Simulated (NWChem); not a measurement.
# C$_{2}$H$_{5}$BFN; SMILES C=CB(N)F

```xyz
10

B     -0.0398    -0.5133     0.0026
F     -0.8750    -1.5599    -0.1796
C     -0.6528     0.9190     0.1346
C      0.0053     2.0601    -0.1093
H     -1.7060     0.9933     0.4134
H     -0.4620     3.0396    -0.0244
H      1.0488     2.0685    -0.4234
N      1.3375    -0.7802     0.0625
H      1.7109    -1.7122    -0.0521
H      2.0316    -0.0746     0.2568
```
Atoms are numbered in this order, from 1.

Level: B3LYP/6-31G* (spherical d) (NWChem), optimised geometry, unscaled harmonic frequencies. 

| frequency (cm⁻¹) | IR intensity (km/mol) |
|---|---|
| 68 | 1.0 |
| 212 | 2.1 |
| 365 | 9.1 |
| 398 | 6.8 |
| 424 | 202.4 |
| 492 | 5.7 |
| 579 | 3.8 |
| 712 | 38.8 |
| 757 | 2.1 |
| 893 | 5.0 |
| 983 | 31.5 |
| 1044 | 6.1 |
| 1060 | 11.7 |
| 1266 | 151.9 |
| 1340 | 85.3 |
| 1406 | 140.7 |
| 1488 | 61.3 |
| 1659 | 179.8 |
| 1704 | 28.1 |
| 3133 | 24.8 |
| 3142 | 7.2 |
| 3213 | 27.2 |
| 3603 | 32.0 |
| 3703 | 19.5 |

```json
{
 "zero_point_energy": "48.1 kcal/mol",
 "thermal correction to the enthalpy at 298.15 K (with zero-point energy)": "52.4 kcal/mol",
 "heat capacity Cv": "20.2 cal/(mol K)",
 "entropy at 298.15 K and 1 atm (symmetry number 1)": "75.9 cal/(mol K)",
 "dipole_moment": "2.19 D"
}
```

Rigid rotor and harmonic oscillator; modes under 100 cm⁻¹ make the entropy uncertain.
